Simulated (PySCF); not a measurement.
CH3BClFO. Atoms are numbered in the order given.

```xyz
8

B      0.4768     0.3032    -0.0281
F      1.5161     1.1112     0.1007
Cl    -0.7960     0.3870     1.2055
O      0.4405    -0.5279    -1.0731
C     -0.5824    -1.4585    -1.3771
H     -1.0013    -1.2129    -2.3643
H     -0.1406    -2.4649    -1.4232
H     -1.3849    -1.4438    -0.6242
```
Charge 0, spin multiplicity 1.

The structure is a stationary point at r2SCAN-D4/def2-SVP. The values are those of a single conformer.

Calculation: PBE0/def2-TZVP run with PySCF.

ESP charges are fitted to the potential on shells at 1.4 to 2.0 van der Waals radii. Atomic charges (e):

| atom | Mulliken | ESP fit | Löwdin |
|---|---|---|---|
| B1 | 0.42 | ___ | -1.28 |
| F2 | -0.22 | ___ | 0.34 |
| Cl3 | -0.17 | -0.16 | 0.53 |
| O4 | -0.23 | -0.23 | 0.36 |
| C5 | -0.20 | -0.30 | -0.30 |
| H6 | 0.14 | ___ | 0.12 |
| H7 | 0.14 | ___ | 0.12 |
| H8 | 0.13 | ___ | 0.11 |

Complete the blanks. (Estimate from the structure and the level; the computed values follow.)


- B1, ESP fit: 0.51
- F2, ESP fit: -0.25
- H6, ESP fit: 0.16
- H7, ESP fit: 0.16
- H8, ESP fit: 0.12

Computed Mayer and Wiberg (Löwdin basis) orders of the bonds:
```tsv
bond	Mayer	Wiberg
B1–F2	1.22	2.10
B1–Cl3	1.19	2.07
B1–O4	1.38	1.96
O4–C5	0.90	1.38
C5–H6	0.97	0.94
C5–H7	0.97	0.94
C5–H8	0.96	0.92
```
